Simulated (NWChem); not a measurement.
TiHF$_{3}$; SMILES [F][TiH]([F])[F]

Task: Give the equilibrium geometry at PBE0/def2-SVP (NWChem) as a list of bonds and angles, with the point group.

Result: point group C3v; any orientation.
Bond lengths (Å): Ti1–F2 1.725, Ti1–F3 1.725, Ti1–F4 1.725, Ti1–H5 1.668. Bond angles (°): F2–Ti1–F3 112.8, F2–Ti1–F4 112.8, F2–Ti1–H5 105.8, F3–Ti1–F4 112.8, F3–Ti1–H5 105.8, F4–Ti1–H5 105.8.
